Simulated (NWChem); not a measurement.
Species: C$_{3}$H$_{9}$NSi; SMILES C/N=C/C[SiH3]

```xyz
14

C      0.4965    -2.6161     0.0000
N      0.3259    -1.1755     0.0000
C     -0.8514    -0.6993     0.0000
C     -1.0971     0.7834     0.0000
Si     0.5091     1.8066     0.0000
H     -0.4530    -3.1769     0.0000
H      1.0797    -2.9089    -0.8812
H      1.0797    -2.9089     0.8812
H     -1.7394    -1.3568     0.0000
H     -1.7109     1.0540    -0.8724
H     -1.7109     1.0540     0.8724
H      1.3218     1.5621     1.2181
H      0.1144     3.2470     0.0000
H      1.3218     1.5621    -1.2181
```
Atoms are numbered in this order, from 1.

Program: NWChem. Pople sets run with spherical d functions. STO-3G and 3-21G are far too small for this property and stand as cheap habits. Geometry: optimised at B3LYP/6-31G* (spherical d). Vertical excitations in the gas phase; the lowest state need not have the same character in each row.

```
level              basis functions  lowest excitation, singlet (eV)  oscillator strength of that lowest state  lowest state with f > 0.02, singlet (eV)  orbital gap (eV)
-----------------  ---------------  -------------------------------  ----------------------------------------  ----------------------------------------  ----------------
PBE/3-21G, TDA                  67                             5.20                                     0.005                                      6.70              4.67
PBE/6-31G*, TDA                 92                             5.24                                     0.003                                      6.51              4.81
PBE/6-31+G*, TDA               112                             5.12                                     0.001                                      6.06              4.72
PBE/def2-SVP, TDA              119                             5.15                                     0.003                                      6.60              4.71
```
